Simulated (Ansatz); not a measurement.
Computed with Ansatz on PBE0-D4/def2-TZVP structures; ΔE is electronic, products minus reactants. CCSD(T)/CBS adds triple-zeta CCSD(T) − MP2 to the extrapolated MP2 energy (def2 sets, frozen cores). This one scheme is used for every species. DFT in def2-TZVPP. B3LYP here is the variant with VWN-RPA as its local correlation; programs differ in this. HSE06 is defined as in plane-wave codes. For Ge outer-core shells are correlated without core-valence functions, which leaves a few kJ/mol of doubt a bond. Scalar relativity is left out up to krypton. Each species was taken in one conformer, which may not be the lowest.

`[OH][GeH2][GeH2][OH]` + `SS` → `[OH][GeH2][S]S` + `[OH][GeH3]`  (cleavage of the Ge–Ge bond)

Task: Is it downhill or uphill in electronic energy at CCSD(T)/CBS, and by how much? (An estimate is asked.)

Result: Ansatz gave: Downhill: ΔE = -0.39 eV.

Task: What do these levels give: LDA (SPW92), B3LYP-D4, r2SCAN0-D4, r2SCANh, HSE06, CAM-B3LYP? (Best estimate.)

Result: Computed: LDA (SPW92) -0.35, B3LYP-D4 -0.35, r2SCAN0-D4 -0.39, r2SCANh -0.38, HSE06 -0.33, CAM-B3LYP -0.34 eV.

Largest T1 diagnostic among the species: 0.012.

From BLYP to BHLYP (50 % exact exchange), in def2-TZVPP and without D4, ΔE moves by −0.09 eV. Leaving LDA and LC-ωPBE aside and taking each functional with its dispersion term where it has one, the values, not all of them listed here, spread over 0.12 eV, from B97M-V to PBE-D4. LDA lies −0.05 eV from PBE without D4.
